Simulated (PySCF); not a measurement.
**Excitation energy of Au⁺ by level of theory**

Au⁺ [Xe] 4f14 5d10 (1S) → Au⁺ [Xe] 4f14 5d9 6p1 (high-spin determinant), as a difference of total energies. Computed with PySCF 2.14 in x2c-TZVPPall (11s7p7d3f1g, 97 functions), with scalar relativity by spin-free X2C-1e. Correlated levels: valence: [Xe] 4f14 frozen; valence and next inner shell: [Kr] 4d10 4f14 frozen. The calculations carry no spin-orbit coupling.

| method | excitation energy (eV) |
| --- | --- |
| UHF | 8.242 |
| LDA | 9.182 |
| PBE | 8.905 |
| PBE0 | 8.938 |
| r2SCAN | 8.794 |
| PBEsol | 8.986 |
| r2SCAN0 | 8.848 |
| BLYP | 8.870 |
| MP2 (valence) | 9.361 |
| SCS-MP2 (valence) | 9.360 |
| MP2 (valence and next inner shell) | 9.324 |
| SCS-MP2 (valence and next inner shell) | 9.271 |

Q: How much does correlation contribute at MP2 (valence and next inner shell)?

A: 9.324 − (8.242) = 1.082 eV, measured against UHF.

A first-order spin-orbit estimate (lowest level to lowest level, LS coupling) adds -0.362 eV.

The basis was made for the ground configuration and has no added diffuse functions, so the excitation energy can come out too high.

The determinant of the upper state mixes LS terms, which raises its energy above the lowest term, most at the Hartree-Fock and MP2 levels.
